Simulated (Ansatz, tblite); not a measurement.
Spin states of Al₃Ru (the lowest doublet isomer of a short search), each relaxed with PBE-D4/def2-SVP in Ansatz. Electronic energies in the gas phase.

In the def2 sets Ru takes a core potential; there is no spin–orbit coupling. The xTB rows come from tblite. HSE06 is defined as in plane-wave codes, on full-range PBE exchange. Correlated methods freeze 15 core orbitals; core or outer-core shells of Ru are correlated, in sets that lack core-valence functions. The structure comes from a short search, and lower isomers may exist.

Doublet geometry (C3v within 0.1 Å):

```tsv
atom	x (Å)	y (Å)	z (Å)
Ru1	0.1048	0.8722	0.6525
Al2	1.7053	-0.5270	-0.1811
Al3	-1.0521	-1.0682	0.9851
Al4	-0.7580	0.7230	-1.4564
```

Quartet geometry (Cs within 0.1 Å):

Cartesian coordinates in Å:
```
Ru -0.772 0.040 -0.844
Al 0.397 1.680 0.337
Al -0.871 -0.646 1.387
Al 1.246 -1.074 -0.879
```

Run but left out: HF/def2-TZVP, LC-ωPBE/def2-TZVP, PBE-QIDH/def2-TZVP, MP2/def2-TZVP (doublet: ⟨S²⟩ 1.14 to 2.74, where a pure state has 0.75).

Only these spin states were relaxed. The quartet has other bonds than the doublet, so the gap mixes isomer and spin.

```json
{"level": "GFN1-xTB", "quartet − doublet (kJ/mol)": "125.9", "lowest of these": "doublet"}
{"level": "GFN2-xTB", "quartet − doublet (kJ/mol)": "17.9", "lowest of these": "doublet"}
{"level": "PBE-D4/def2-TZVP", "quartet − doublet (kJ/mol)": "133.1", "lowest of these": "doublet"}
{"level": "BLYP-D4/def2-TZVP", "quartet − doublet (kJ/mol)": "143.2", "lowest of these": "doublet"}
{"level": "r2SCAN-D4/def2-TZVP", "quartet − doublet (kJ/mol)": "117.2", "lowest of these": "doublet"}
{"level": "B97M-V/def2-TZVP", "quartet − doublet (kJ/mol)": "116.5", "lowest of these": "doublet"}
{"level": "PBE0-D4/def2-TZVP", "quartet − doublet (kJ/mol)": "115.2", "lowest of these": "doublet"}
{"level": "HSE06-D4/def2-TZVP", "quartet − doublet (kJ/mol)": "116.1", "lowest of these": "doublet"}
{"level": "RPA@PBE/def2-TZVP", "quartet − doublet (kJ/mol)": "129.6", "lowest of these": "doublet"}
```

```tsv
state	donor atoms	mean metal–ligand distance (Å)	range (Å)	Mulliken spin on the metal (PBE0)
doublet	3	2.283	2.28–2.28	0.12
quartet	3	2.326	2.31–2.34	1.40
```

⟨S²⟩ at PBE0-D4/def2-TZVP: doublet 0.81 (pure 0.75), quartet 3.83 (pure 3.75). The unpaired electrons of the doublet sit mostly on the ligands.

Change of the quartet − doublet gap on mixing in exact exchange, in kJ/mol: PBE to PBE0 (25 % exact exchange) -17.9.

The xTB methods have no spin-polarisation term.
